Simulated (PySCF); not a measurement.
Can point charges reproduce the dipole moment of `C=C(F)C[SiH2][SiH2][SiH2]Cl`?

Coordinates (GFN2-xTB, Å) and charges (e) from the PBE0/pcSseg-1 density (PySCF):

| atom | x | y | z | Mulliken | IAO | Hirshfeld | ESP-fitted |
| --- | --- | --- | --- | --- | --- | --- | --- |
| C1 | 3.031 | 0.340 | -0.035 | -0.1920 | -0.3947 | -0.1394 | -0.6934 |
| C2 | 1.743 | 0.116 | 0.147 | +0.1292 | +0.2999 | +0.0920 | +0.3534 |
| F3 | 0.912 | 1.190 | 0.322 | -0.2981 | -0.2924 | -0.0658 | -0.1747 |
| C4 | 1.010 | -1.165 | 0.145 | -0.4923 | -0.5429 | -0.1622 | -0.3894 |
| Si5 | -0.116 | -1.304 | -1.414 | +0.3721 | +0.4725 | +0.2493 | +0.3017 |
| Si6 | -1.611 | 0.475 | -1.428 | -0.0540 | +0.1269 | +0.1395 | +0.1094 |
| Si7 | -2.341 | 1.141 | 0.677 | +0.4455 | +0.5357 | +0.2530 | +0.2405 |
| Cl8 | -4.376 | 1.132 | 0.742 | -0.3318 | -0.3203 | -0.1387 | -0.1972 |
| H9 | 3.713 | -0.476 | -0.179 | +0.1274 | +0.1648 | +0.0540 | +0.2517 |
| H10 | 3.432 | 1.336 | -0.039 | +0.1326 | +0.1703 | +0.0513 | +0.2542 |
| H11 | 1.723 | -1.984 | 0.185 | +0.1605 | +0.1698 | +0.0572 | +0.1567 |
| H12 | 0.383 | -1.217 | 1.036 | +0.1754 | +0.1642 | +0.0446 | +0.1286 |
| H13 | -0.714 | -2.643 | -1.308 | -0.0466 | -0.1003 | -0.0749 | -0.0900 |
| H14 | 0.816 | -1.370 | -2.548 | -0.0323 | -0.0951 | -0.0733 | -0.0739 |
| H15 | -0.992 | 1.619 | -2.117 | -0.0039 | -0.0709 | -0.0700 | -0.0455 |
| H16 | -2.741 | 0.108 | -2.301 | -0.0031 | -0.0764 | -0.0717 | -0.0588 |
| H17 | -1.936 | 0.223 | 1.748 | -0.0567 | -0.1142 | -0.0769 | -0.0457 |
| H18 | -1.945 | 2.484 | 1.089 | -0.0320 | -0.0970 | -0.0679 | -0.0277 |

Question: Compute μ = Σ q r for each scheme (1 e·Å = 4.803 D) and compare with the dipole of the full density.

Answer: The full density gives (2.48, -1.44, -0.34) D, 2.89 D in size; dipole vectors point from the negative to the positive end.

```
    scheme    μx     μy     μz  size (D)  share of the full size (%)  angle to the full dipole (°)
  Mulliken  3.80  -2.68  -1.57      4.90                         170                            13
       IAO  3.05  -2.42  -1.34      4.12                         143                            15
 Hirshfeld  1.48  -0.90  -0.36      1.77                          61                             5
ESP-fitted  2.54  -1.47  -0.32      2.96                         102                             1
```

Question: Which set comes closest?

Answer: Length of the difference vector: ESP-fitted 0.07 D, Hirshfeld 1.14 D, IAO 1.51 D, Mulliken 2.18 D. Closest: ESP-fitted. ESP charges are fitted to the potential around the molecule, whose slowest-falling term is the dipole's. The schemes that divide the density aren't constrained to reproduce the dipole.

Question: What is left for the Hirshfeld atoms' own dipoles?

Answer: The shares of the density sum to the whole, so what Σ q r misses lies in dipoles about the nuclei. The atomic dipoles sum to (2.48, -1.44, -0.34) − (1.48, -0.90, -0.36) = (1.00, -0.54, 0.02) D, 1.14 D in size.

Question: With the origin at the mean of the coordinates, (0.000, 0.000, -0.293) Å, which are the largest single terms, by size, of the Mulliken dipole along the direction of the full one?

Answer: Cl8 +7.09, Si7 -5.76, C4 -3.30, C1 -2.22, H9 +2.09 D; all 18 atoms together +4.78 D. The single terms depend on the origin, their sum doesn't.

Question: Give the size of the full dipole in other units.

Answer: 2.89 D = 1.137 au = 0.602 e·Å = 9.64 × 10⁻³⁰ C·m.

Isolated species at its GFN2-xTB geometry (one conformer only).

Conformer computed: `[CH2:1]=[C:2]([F:3])[CH2:4][SiH2:5][SiH2:6][SiH2:7][Cl:8]`: C1–C2–C4–Si5 -110°, C2–C4–Si5–Si6 -59°, C4–Si5–Si6–Si7 -35°, Si5–Si6–Si7–Cl8 -126°.
